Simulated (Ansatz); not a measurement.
# Ligand exchange: GaH2Br + C2H4Cl2 → GaH2(CH3) + CHBrCl2

Species: GaH2Br `[GaH2][Br]`, singlet; C2H4Cl2 (1,1-dichloroethane) `CC(Cl)Cl`, singlet; GaH2(CH3), singlet; CHBrCl2 (bromodichloromethane) `ClC(Cl)Br`, singlet. The partners trade Br for CH3: Ga–Br and C–CH3 bonds give way to Ga–CH3 and C–Br.

Shapes, held fixed at every level: PBE0-D4/def2-TZVP. Programs: Ansatz 0.2.0. Electronic energies: no zero-point or thermal term.

| level | kind | ΔE (kJ/mol) | less CCSD(T)/def2-TZVPP |
| --- | --- | --- | --- |
| HF/def2-SVP | Hartree–Fock | +251.0 | +47.2 |
| HF/def2-TZVPP | Hartree–Fock | +239.5 | +35.7 |
| SPW92/def2-TZVPP | LDA | +194.9 | -8.9 |
| BHLYP-D4/def2-TZVPP | global hybrid | +217.7 | +13.9 |
| PBE0-D4/def2-TZVPP | global hybrid | +204.9 | +1.1 |
| wB97M-V/def2-TZVPP | range-separated hybrid | +204.6 | +0.8 |
| wB97X-V/def2-TZVPP | range-separated hybrid | +206.5 | +2.7 |
| CCSD(T)/def2-TZVPP | coupled cluster or CI | +203.8 | 0.0 |

The highest level, CCSD(T)/def2-TZVPP, gives ΔE = +203.8 kJ/mol; the levels span +194.9 to +251.0. The column of differences is taken from that level and isn't an error. No measured value is set beside it here. Relativity is left out for Br, Ga unless named. Correlated rows may include outer-core shells of Br, Ga, which these sets cover unevenly.
